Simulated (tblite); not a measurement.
Species: C4H7ClSSi.
SMILES with atom numbers: `[CH3:1][Si:2]([CH3:3])([Cl:4])[CH:5]=[C:6]=[S:7]` (hydrogens: H8, H9, H10 on C1; H11, H12, H13 on C3; H14 on C5)

Geometry (GFN2-xTB, Å), atoms numbered from 1 in this order:
```
atom  x, y, z in Å
C1    -1.3069   -0.8200    0.9885
Si2   -0.3827   -0.1274   -0.5238
C3    -0.2216    1.7669   -0.4416
Cl4   -1.3571   -0.6645   -2.2288
C5     1.3387   -0.9233   -0.6578
C6     2.2269   -0.7832    0.2678
S7     3.2062   -0.5365    1.4548
H8    -1.4033   -1.9009    0.9355
H9    -0.7766   -0.5834    1.9057
H10   -2.3080   -0.4052    1.0668
H11    0.3021    2.1602   -1.3086
H12   -1.1953    2.2472   -0.4003
H13    0.3360    2.0673    0.4402
H14    1.5410   -1.4978   -1.5455
```

Method: GFN2-xTB as coded in tblite; computed harmonic values from a numerical Hessian at the method's own geometry, unscaled. The method is semi-empirical: single wavenumbers can be off by several per cent or more. One conformer, not necessarily the lowest.

Question: How many normal modes are there?

Answer: 14 atoms, non-linear: 3N − 6 = 36.

Question: What is the point group of the computed structure, and how do the modes divide by symmetry?

Answer: Cs. The vibrations span 21 a′ + 15 a″.

Question: How many distinct wavenumbers does the calculation give?

Answer: 36: Cs has no degenerate species.

Question: How many fundamentals are allowed in the infrared by symmetry?

Answer: 36 of 36: in Cs every mode is allowed. All fundamentals are allowed in the Raman spectrum.

Question: How large is the harmonic zero-point energy?

Answer: ½Σν̃ = 21062 cm⁻¹ = 2.611 eV (36 modes); those above 1550 cm⁻¹ give 1.439 eV of it.

The run took 0.61 s on one thread of an Arm Neoverse V1, no GPU, on a shared host. The figure is for the frequency step alone.
